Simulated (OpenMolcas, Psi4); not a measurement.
CH2GeN (SMILES N#[C][GeH2]): the electronic atomisation energy, rung by rung

CH2GeN: 5 atoms, total charge 0, spin state doublet. As SMILES, `N#[C][GeH2]`. The shape is that of a PBE0-D4/def2-TZVP optimisation.

Quantity: the electronic atomisation energy, in eV. The values are calculated. Electronic energies at fixed atoms, without zero-point motion or spin-orbit coupling.

```json
{"level": "USVWN5/def2-SVPD", "kind": "LDA", "program": "OpenMolcas", "value (eV)": "20.89", "CPU time (all runs)": "62 s"}
{"level": "UTPSS/def2-SVPD", "kind": "meta-GGA", "program": "OpenMolcas", "value (eV)": "18.17", "CPU time (all runs)": "1.9 min"}
{"level": "UM06-2X/def2-SVPD", "kind": "hybrid meta-GGA", "program": "OpenMolcas", "value (eV)": "17.85", "CPU time (all runs)": "97 s"}
{"level": "UPBE0/def2-SVPD", "kind": "global hybrid", "program": "OpenMolcas", "value (eV)": "17.87", "CPU time (all runs)": "81 s"}
{"level": "U-wB97X-V/def2-SVPD", "kind": "range-separated hybrid", "program": "Psi4", "value (eV)": "18.05", "CPU time (all runs)": "3.2 min"}
{"level": "U-wB97X/def2-SVPD", "kind": "range-separated hybrid", "program": "Psi4", "value (eV)": "17.90", "CPU time (all runs)": "81 s"}
{"level": "UCAM-B3LYP/def2-SVPD", "kind": "range-separated hybrid", "program": "Psi4", "value (eV)": "17.93", "CPU time (all runs)": "41 s"}
{"level": "UMP3/def2-SVPD", "kind": "perturbation theory", "program": "Psi4", "value (eV)": "16.46", "CPU time (all runs)": "42 s"}
```

All-electron rows without a relativistic Hamiltonian named are non-relativistic. The values span 16.46 to 20.89 eV. In the correlated wave-function rows the outer d shell of Ge is correlated, in sets not made for it. Times are those of the runs behind each value, whatever else they computed, on shared processors of several kinds: orders of magnitude only.
